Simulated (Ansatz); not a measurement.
A nudged elastic band was laid between two geometries of H2OSZn + H4Si (10 atoms, charge 0, multiplicity 1).

Method: RKS PBE/def2-SVP in Ansatz 0.2.0.

| Property | Result |
| --- | --- |
| movable images | 5 |
| climbing image | yes |
| spring | 5.0 eV/Å² |
| optimiser | quadratic models (default) |
| start path | through a guess of the saddle point |
| force threshold | 0.05 eV/Å |
| iteration limit | 60 |
| end points | relaxed |

Initial state:

```xyz
10
Properties=species:S:1:pos:R:3
Zn -0.724 -1.039 -1.163
S -1.340 -3.059 -0.640
O -0.162 0.573 -1.755
H 0.595 -0.435 0.734
Si 0.870 1.045 0.919
H -1.241 -2.799 0.696
H -0.896 1.195 -1.917
H 1.406 1.182 2.324
H -0.417 1.813 0.847
H 1.908 1.524 -0.044
```

Final state:

```xyz
10
Properties=species:S:1:pos:R:3
Zn 0.029 0.074 -0.436
S -0.880 -2.353 0.333
O -0.784 -0.632 -1.949
H -2.114 -1.841 0.601
Si 1.127 1.509 1.058
H -0.986 -1.985 -1.044
H -0.568 -0.329 -2.849
H 2.380 0.881 1.618
H 0.254 1.858 2.240
H 1.543 2.818 0.428
```

Problem. What changes between the two ends?

Solution. Bonds broken: H4–Si5. Bonds formed: Zn1–Si5, S2–H4. H2OSZn + H4Si becomes H6OSSiZn.

Problem. What energy profile does the band end with?

Solution. The forces met the threshold. The highest image is number 2 of 0 to 6, 32.3 kcal/mol above the first end and 28.5 kcal/mol above the last; the last end lies 3.8 kcal/mol above the first. Neighbouring images differ by up to 1.3 eV, so the band resolves the path poorly. A vibrational analysis at the climbing image gives one clearly imaginary mode, 814i cm⁻¹: a first-order saddle point. The orbitals stay closed-shell, which can raise the energy where a bond breaks towards radicals; this wasn't checked here.

| image | path coordinate (Å) | energy (kcal/mol) | H4–Si5 (Å) | Zn1–Si5 (Å) | S2–H4 (Å) |
| --- | --- | --- | --- | --- | --- |
| 0 | 0.00 | 0.0 | 1.52 | 3.35 | 3.54 |
| 1 | 1.87 | 2.5 | 1.52 | 3.45 | 3.13 |
| 2 | 3.75 | 32.3 | 1.90 | 2.60 | 1.80 |
| 3 | 5.28 | 10.8 | 3.04 | 2.35 | 1.36 |
| 4 | 6.82 | 8.9 | 3.62 | 2.35 | 1.36 |
| 5 | 8.35 | 5.3 | 4.09 | 2.34 | 1.36 |
| 6 | 9.89 | 3.8 | 4.68 | 2.34 | 1.36 |

Problem. What is the geometry of the highest image?

Solution. 
```xyz
10
Properties=species:S:1:pos:R:3:forces:R:3
Zn -0.249 -0.194 -0.980 0.00 0.00 0.01
S -0.491 -2.374 0.071 -0.01 -0.01 -0.01
O -0.581 0.608 -2.560 0.00 0.01 0.00
H 0.182 -0.795 0.614 0.01 0.01 0.01
Si 0.790 0.929 1.117 0.00 -0.01 -0.01
H -1.694 -1.981 0.582 0.00 0.00 0.00
H -0.970 -0.053 -3.166 0.00 -0.01 0.01
H 1.892 0.315 1.940 0.00 0.00 0.00
H -0.269 1.468 2.041 0.00 0.00 0.00
H 1.390 2.076 0.341 0.00 0.00 0.00
```

The band took 19 iterations and roughly 4 core-minutes.

Run time: 110 s on 2 threads of Intel(R) Xeon(R) Platinum 8559C (Emerald Rapids), with other jobs on the host, peak memory 0.18 GiB.
